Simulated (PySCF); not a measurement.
Point-charge models of `CC#C[Si@@H]1C[Si@H](F)CS1` against its computed dipole.

Coordinates (GFN2-xTB, Å) and charges (e) from the PBE0/pcSseg-1 density (PySCF):

```
atom       x       y       z  Mulliken      IAO  Hirshfeld  ESP-fitted
  C1   3.636  -1.239  -0.139   -0.1618  -0.4409    -0.0912     -0.5414
  C2   2.481  -0.391  -0.310   -0.1526  +0.0173    -0.0175     +0.2651
  C3   1.524   0.333  -0.443   -0.3887  -0.3988    -0.1932     -0.4796
 Si4   0.003   1.340  -0.709   +0.7936  +0.8528    +0.3495     +0.5751
  C5  -1.044   1.356   0.890   -0.9088  -0.8676    -0.2538     -0.5890
 Si6  -2.494   0.153   0.697   +1.1295  +1.2248    +0.4474     +0.7143
  F7  -2.415  -0.983   1.848   -0.4261  -0.5364    -0.2104     -0.3183
  C8  -2.181  -0.729  -0.957   -0.6573  -0.6564    -0.1693     -0.5221
  S9  -1.290   0.358  -2.133   -0.2801  -0.1797    -0.1028     -0.2770
 H10   3.579  -2.085  -0.823   +0.1566  +0.1780    +0.0659     +0.1880
 H11   3.677  -1.613   0.884   +0.1551  +0.1769    +0.0652     +0.1886
 H12   4.545  -0.676  -0.348   +0.1555  +0.1777    +0.0657     +0.1816
 H13   0.293   2.656  -1.264   -0.0470  -0.1094    -0.0676     -0.0618
 H14  -1.401   2.366   1.079   +0.1791  +0.1742    +0.0461     +0.1503
 H15  -0.426   1.082   1.742   +0.1903  +0.1838    +0.0479     +0.1930
 H16  -3.826   0.725   0.805   -0.1102  -0.1419    -0.0715     -0.1062
 H17  -3.095  -1.023  -1.469   +0.1817  +0.1752    +0.0473     +0.2259
 H18  -1.574  -1.624  -0.824   +0.1910  +0.1703    +0.0428     +0.2135
```

Problem. What dipole does each set of charges give (1 e·Å = 4.803 D), and what does the density give?

Solution. The full density gives (1.50, 0.06, 0.97) D, 1.78 D in size; dipole vectors point from the negative to the positive end.

```csv
scheme,μx,μy,μz,size (D),share of the full size (%),angle to the full dipole (°)
Mulliken,2.16,0.87,0.59,2.40,135,26
IAO,0.57,2.34,-0.90,2.57,144,89
Hirshfeld,1.06,0.32,-0.14,1.11,62,42
ESP-fitted,1.49,0.05,0.99,1.79,100,1
```

Problem. Which set comes closest?

Solution. Length of the difference vector: ESP-fitted 0.02 D, Mulliken 1.11 D, Hirshfeld 1.22 D, IAO 3.10 D. Closest: ESP-fitted. The schemes that divide the density aren't constrained to reproduce the dipole.

Problem. What is left for the Hirshfeld atoms' own dipoles?

Solution. The shares of the density sum to the whole, so what Σ q r misses lies in dipoles about the nuclei. The atomic dipoles sum to (1.50, 0.06, 0.97) − (1.06, 0.32, -0.14) = (0.44, -0.26, 1.11) D, 1.22 D in size.

Problem. With the origin at the mean of the coordinates, (0.000, 0.000, -0.082) Å, which are the largest single terms, by size, of the Hirshfeld dipole along the direction of the full one?

Solution. Si6 -3.57, C8 +1.89, C1 -1.30, H12 +1.15, H11 +1.11 D; all 18 atoms together +0.82 D. The single terms depend on the origin, their sum doesn't.

Problem. Give the size of the full dipole in other units.

Solution. 1.78 D = 0.702 au = 0.371 e·Å = 5.95 × 10⁻³⁰ C·m.

Geometry: GFN2-xTB, one conformer, isolated molecule. GFN2-xTB frequencies show an imaginary mode (25i cm⁻¹), so this geometry is no minimum at that level.

The run behind these numbers computed NMR shieldings as well. Time: 65 s of wall time (with the writing of density and orbital grids); peak memory 0.96 GiB. Hardware: an Arm Neoverse V1 with one thread, no GPU, shared host with 32 logical CPUs at a one-minute load of 34.
